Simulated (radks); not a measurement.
Question: Coherent X-ray form factor from a spherical all-electron density. All-electron calculation, scalar-relativistic Kohn-Sham, PBEsol, spin-polarised, spherical densities, finite nucleus; Fermi nuclear charge, rms radius of each element as measured or else 0.836 A^(1/3) + 0.57 fm. Program: a radial shooting solver on a logarithmic mesh with Libxc functionals.

| sin(theta)/lambda (1/angstrom) | f0 (electrons) |
|---|---|
| 0.05 | 50.918 |
| 0.1 | 48.208 |
| 0.15 | 44.890 |
| 0.2 | 41.653 |
| 0.25 | 38.719 |
| 0.3 | 36.074 |
| 0.4 | 31.417 |
| 0.5 | 27.468 |
| 0.6 | 24.248 |
| 0.8 | 19.794 |
| 1 | 16.972 |
| 1.25 | 14.208 |
| 1.5 | 11.710 |
| 2 | 7.916 |

The species is in the configuration that NIST lists as its ground one. Which atom or ion scatters so?

Answer: Neutral tellurium, [Kr] 4d10 5s2 5p4. Extrapolating in s^2 from the first two rows gives f0(0) = 51.8, near the electron count 52; among species with that count, the fall with angle is slower the higher Z, and the table is that of Z = 52; from so few rows the species is fixed only to a neighbour or two.
